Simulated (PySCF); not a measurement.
Q: Give a GFN2-xTB geometry of `C[C+]1CCC[C@@H]1F`. (Charge +1.)

A: 
Z-matrix in Å and degrees, rows numbered from 1:
```
C 
C   1  1.4344
C   2  1.4481  1  127.38
C   3  1.5354  2  106.68  1  -177.72
C   4  1.5322  3  103.54  2    24.37
C   2  1.4789  1  123.43  3  -175.52
F   6  1.3556  2  113.77  1    26.02
H   1  1.1011  2  108.51  3   117.53
H   1  1.0868  2  114.15  3    -6.07
H   1  1.0967  2  110.72  3  -132.12
H   3  1.0954  2  113.94  1    53.56
H   3  1.1023  2  106.30  1   -59.60
H   4  1.0906  3  110.03  2   -93.28
H   4  1.0865  3  112.59  2   146.15
H   5  1.0863  4  113.50  3  -156.91
H   5  1.0907  4  111.75  3    80.09
H   6  1.1103  2  106.24  1   -91.02
```

The 5-membered ring C2–C3–C4–C5–C6 has internal angles of 101.3° to 109.1°; it is puckered, 0.17 Å rms from its mean plane, widest ring torsion 36°. The 6 C–C bonds span 1.434 Å (C1–C2, drawn single) to 1.536 Å (C5–C6, drawn single), a spread of 0.102 Å. Of the pairs four or more bonds apart, F7···H8 is among the closest relative to their van der Waals radii: 2.66 Å, 100 % of the sum of Bondi's values. C2 (formal carbocation centre) is planar (angles 127.4°, 123.4° and 109.1°, sum 359.9°, 0.03 Å off the plane of its three neighbours).

Computed geometry: GFN2-xTB, gas phase.

Point group: C1 (no symmetry element, even within 0.4 Å). Not checked by GFN2-xTB frequencies. Torsions: C1–C2–C3–C4 -178°, C2–C3–C4–C5 24°, C3–C4–C5–C6 -36°, C4–C5–C6–F7 163°.

One conformer stands for the species.
